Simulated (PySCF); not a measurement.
C₆H₅FO.
Bonds: O1–C2, C2–C3 (aromatic), C3–C4 (aromatic), C4–C5 (aromatic), C5–C6 (aromatic), C6–F7, C6–C8 (aromatic), C2–C8 (aromatic). Hydrogens: H9 on O1; H10 on C3; H11 on C4; H12 on C5; H13 on C8.

The same species was optimised twice, with GFN2-xTB and with PBE0-D3(BJ)/def2-SVP (PySCF), and the same property calculations (PySCF, gas phase) were run on both structures.

```csv
coordinate,GFN2-xTB,PBE0-D3(BJ)/def2-SVP,change
C6–F7 (Å),1.350,1.332,-0.018
C4–C5 (Å),1.386,1.396,+0.010
C3–C4 (Å),1.381,1.390,+0.009
O1–C2 (Å),1.356,1.347,-0.009
C2–C8 (Å),1.390,1.398,+0.008
C6–C8 (Å),1.382,1.390,+0.008
C5–C6 (Å),1.381,1.388,+0.007
C2–C3 (Å),1.393,1.400,+0.007
C2–C3–C4 (°),120.1,119.5,-0.6
C3–C4–C5 (°),120.9,121.4,+0.5
O1–C2–C3 (°),118.3,117.9,-0.4
C4–C5–C6 (°),118.1,117.9,-0.2
C2–C8–C6 (°),118.7,118.9,+0.2
O1–C2–C8 (°),121.9,122.2,+0.3
C5–C6–F7 (°),119.2,119.4,+0.2
C3–C2–C8 (°),119.8,119.9,+0.1
```

Rotational constants: A = 3776, B = 1805, C = 1221 MHz (GFN2-xTB) against A = 3760, B = 1801, C = 1218 MHz (PBE0-D3(BJ)/def2-SVP). Point groups within 0.08 Å: Cs and Cs.

On the GFN2-xTB structure: HOMO (eV) -6.81 [PBE0/pcSseg-1]; LUMO (eV) -0.36 [PBE0/pcSseg-1]; dipole (D) 0.90 [PBE0/pcSseg-1]; GIAO shielding of O1 (ppm) 207.0 [PBE0/pcSseg-1]; GIAO shielding of C2 (ppm) 22.0 [PBE0/pcSseg-1]; GIAO shielding of C3 (ppm) 71.6 [PBE0/pcSseg-1]; GIAO shielding of C4 (ppm) 50.2 [PBE0/pcSseg-1]; GIAO shielding of C5 (ppm) 74.8 [PBE0/pcSseg-1]; GIAO shielding of C6 (ppm) 13.3 [PBE0/pcSseg-1]; GIAO shielding of F7 (ppm) 285.4 [PBE0/pcSseg-1]; GIAO shielding of C8 (ppm) 81.2 [PBE0/pcSseg-1].

What do these properties become on the PBE0-D3(BJ)/def2-SVP structure?

```json
{"property": "HOMO (eV)", "level": "PBE0/pcSseg-1", "on GFN2-xTB": "-6.81", "on PBE0-D3(BJ)/def2-SVP": "-6.75", "change": "+0.06"}
{"property": "LUMO (eV)", "level": "PBE0/pcSseg-1", "on GFN2-xTB": "-0.36", "on PBE0-D3(BJ)/def2-SVP": "-0.38", "change": "-0.02"}
{"property": "dipole (D)", "level": "PBE0/pcSseg-1", "on GFN2-xTB": "0.90", "on PBE0-D3(BJ)/def2-SVP": "0.89", "change": "-0.01"}
{"property": "energy, GFN2-xTB geometry as zero (kcal/mol)", "level": "PBE0/pcSseg-1", "on GFN2-xTB": "0.0", "on PBE0-D3(BJ)/def2-SVP": "-0.1", "change": "-0.1"}
{"property": "GIAO shielding of O1 (ppm)", "level": "PBE0/pcSseg-1", "on GFN2-xTB": "207.0", "on PBE0-D3(BJ)/def2-SVP": "206.8", "change": "-0.2"}
{"property": "GIAO shielding of C2 (ppm)", "level": "PBE0/pcSseg-1", "on GFN2-xTB": "22.0", "on PBE0-D3(BJ)/def2-SVP": "20.9", "change": "-1.1"}
{"property": "GIAO shielding of C3 (ppm)", "level": "PBE0/pcSseg-1", "on GFN2-xTB": "71.6", "on PBE0-D3(BJ)/def2-SVP": "69.6", "change": "-2.0"}
{"property": "GIAO shielding of C4 (ppm)", "level": "PBE0/pcSseg-1", "on GFN2-xTB": "50.2", "on PBE0-D3(BJ)/def2-SVP": "47.5", "change": "-2.7"}
{"property": "GIAO shielding of C5 (ppm)", "level": "PBE0/pcSseg-1", "on GFN2-xTB": "74.8", "on PBE0-D3(BJ)/def2-SVP": "73.2", "change": "-1.6"}
{"property": "GIAO shielding of C6 (ppm)", "level": "PBE0/pcSseg-1", "on GFN2-xTB": "13.3", "on PBE0-D3(BJ)/def2-SVP": "13.1", "change": "-0.2"}
{"property": "GIAO shielding of F7 (ppm)", "level": "PBE0/pcSseg-1", "on GFN2-xTB": "285.4", "on PBE0-D3(BJ)/def2-SVP": "286.8", "change": "+1.4"}
{"property": "GIAO shielding of C8 (ppm)", "level": "PBE0/pcSseg-1", "on GFN2-xTB": "81.2", "on PBE0-D3(BJ)/def2-SVP": "80.2", "change": "-1.0"}
```

The heavy atoms differ by 0.009 Å rms after alignment. Among bonds between heavy atoms C6–F7 changes most (-0.018 Å). Changes are differences of the printed values. Neither structure is proved a minimum here.

Conformer computed: `[OH:1][c:2]1[cH:3][cH:4][cH:5][c:6]([F:7])[cH:8]1`: H–O1–C2–C3 180°.
